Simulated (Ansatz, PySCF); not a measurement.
Gas-phase reaction (SMILES): CB(I)I + 3 [H][H] (H2) -> B (BH3) + C (CH4) + 2 I (HI); energy of full hydrogenation.

Geometries: B3LYP-D3(BJ)/def2-TZVP minima from Ansatz (a program for electronic structure). Cores are frozen in the correlated levels unless marked. No spin-orbit coupling. Frozen are the shells of the preceding noble gas and the d and f shells that filled before the atom's block. In def2 rows, elements after Kr have scalar-relativistic effective core potentials. CBS marks a two-point X^-3 extrapolation of the correlation energy; Hartree-Fock from the larger set. Thermal terms are rigid-rotor harmonic-oscillator values from B3LYP-D3(BJ) frequencies (PySCF) at 298.15 K and 1 atm. 1 Eh = 627.5095 kcal/mol.

```tsv
species	E, CCSD(T)/CBS(def2-TZVPPD,def2-QZVPPD) (Ansatz) (Eh)	E, wB97M-V/def2-TZVPD (Ansatz) (Eh)	H - E (Eh)	G - E (Eh)
CB(I)I	-658.42497	-660.19006	0.04785	0.00728
[H][H] (H2)	-1.17452	-1.16077	0.01336	-0.00144
B (BH3)	-26.54873	-26.58282	0.03008	0.00872
C (CH4)	-40.45806	-40.49098	0.04840	0.02728
I (HI)	-297.45390	-298.28313	0.00854	-0.01490
```

Work out ΔE and ΔH, ΔG, ΔS and the equilibrium constant at 298.15 K at the first level, then ΔH at the second.


1. ΔE = [(-26.54873) + (-40.45806) + 2×(-297.45390)] - [(-658.42497) + 3×(-1.17452)] = 0.03394 Eh = 21.3 kcal/mol at CCSD(T)/CBS(def2-TZVPPD,def2-QZVPPD).
2. The terms H - E add up to 0.00763 Eh, so ΔH = (0.03394 + (0.00763))×627.5095 = 26.1 kcal/mol.
3. The terms G - E add up to 0.00324 Eh, so ΔG = 23.3 kcal/mol, and ΔS = (0.00763 - (0.00324))×627509.5/298.15 = 9.2 cal/(mol K).
4. log10 K = -ΔG/(RT ln 10) = -17.1, with RT ln 10 = 1.3642 kcal/mol.
5. At wB97M-V/def2-TZVPD the same steps give ΔE = 20.3 and ΔH = 25.1 kcal/mol, a shift of -1.0 from the first level.
6. These values are not checked against measurement here, since the tables used lack a sound gas-phase enthalpy of formation for at least one species.
